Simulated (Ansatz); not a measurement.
Consider the atomization: `BSCN` → B• + C• + 6 H• + N• + S•.

Program: Ansatz. Geometries: PBE0-D4/def2-TZVP. ΔE: electronic, gas phase. CBS: MP2 limit from def2 TZ/QZ plus the TZ coupled-cluster correction, frozen cores. This one scheme is used for every species, atoms too. DFT in def2-TZVPP. B3LYP here is the variant with VWN-RPA as its local correlation; programs differ in this. HSE06 is defined as in plane-wave codes. Open shells (•) are unrestricted, without spin–orbit coupling. Spin–orbit coupling would lower the free atoms: a little for B, C, S. Each species was taken in one conformer, which may not be the lowest.

```csv
level,ΔE (eV),difference from CCSD(T)/CBS
revPBE-D4,36.24,0.10
B3LYP-D4,36.40,0.26
r2SCANh-D4,36.14,0.00
HSE06-D4,36.47,0.33
BHLYP-D4,35.37,-0.77
ωB97X-V,36.42,0.28
ωB97M-V,36.49,0.35
PBE,36.90,0.76
revPBE,35.63,-0.51
PBE0,36.29,0.15
r2SCANh,36.09,-0.05
r2SCAN0,35.79,-0.35
HF/def2-SVP,26.28,-9.86
MP2/def2-TZVPP,35.58,-0.56
MP2/def2-QZVPP,36.16,0.02
SCS-MP2/def2-QZVPP,36.25,0.11
CCSD(T)/CBS,36.14,0
```

Largest T1 diagnostic among the species: 0.014.

At CCSD(T), def2-SVP lies −2.06 eV from the extrapolated value and def2-TZVPP −0.99 eV: correlation converges slowly with the basis, and small sets miss more of it in the bonded molecule than in its fragments. In def2-TZVPP, CCSD(T) changes the Hartree–Fock value by +9.08 eV (the triples alone add +0.54 eV) and MP2 by +9.50 eV; breaking electron pairs costs correlation energy, which Hartree–Fock lacks. From PBE to PBE0 (25 % exact exchange), in def2-TZVPP and without D4, ΔE moves by −0.61 eV: exact exchange takes away binding that semilocal exchange gives to molecules.

For atomizations the MP2-based limit and the directly extrapolated one differ by several kJ/mol either way, and by 10 to 25 for some Ge, Se and Sn compounds, so smaller differences from it don't rank the levels.
